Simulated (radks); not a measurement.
Question: Coulomb parameter of the 4f shell of the holmium ion Ho+ in the model configuration [Xe] 4f10 6s1 6p1, as a second difference U = [E(n + 1) + E(n - 1) - 2 E(n)] / (1)^2 with all orbitals relaxed. "Bare": the charge of the atom changes with n. "Screened": the 6p shell takes up the change at fixed total charge, which measures U(4f,4f) + U(6p,6p) - 2 U(4f,6p). All-electron calculation, scalar-relativistic Kohn-Sham, SCAN, spin-unpolarised, spherical densities, finite nucleus; meta-GGA in the generalised Kohn-Sham scheme; Fermi nuclear charge, rms radius 5.2022 fm. Program: a radial shooting solver on a logarithmic mesh with Libxc functionals. Estimate both.

Answer: U(bare) = 16.775 eV, U(screened by 6p) = 9.109 eV, against the Slater integral F0(4f,4f) = 32.211 eV with frozen orbitals.
